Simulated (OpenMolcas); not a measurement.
Ta4+ (d1) among equal point charges was computed by CASSCF with the d shell active (OpenMolcas, ANO-RCC-VTZP on the metal). Its lowest spin-free states, and all those of the highest spin:

| 2S+1 | Degeneracy | E (cm-1) |
| --- | --- | --- |
| 2 | 1 | 0.0 |
| 2 | 2 | 1329 |
| 2 | 2 | 8640 |

Task: Is the site octahedral, tetrahedral or cube-like, axial, or of lower symmetry?

Result: The states with 2S+1 = 2 have orbital degeneracies 1, 2, 2. There are pairs but no triples, so the site is axial: not cubic, but with a proper or improper axis of order three or more. The run had Ta4+ among 3 point charges of -0.75 e arranged as a planar triangle (D3h), 2 Å from the ion.

Spin-orbit coupling mixes the spin-free states strongly: the lowest level takes only 50 % from its leading state, 2A1. This is an electrostatic model: the charges have no orbitals. No measured value stands beside these numbers.
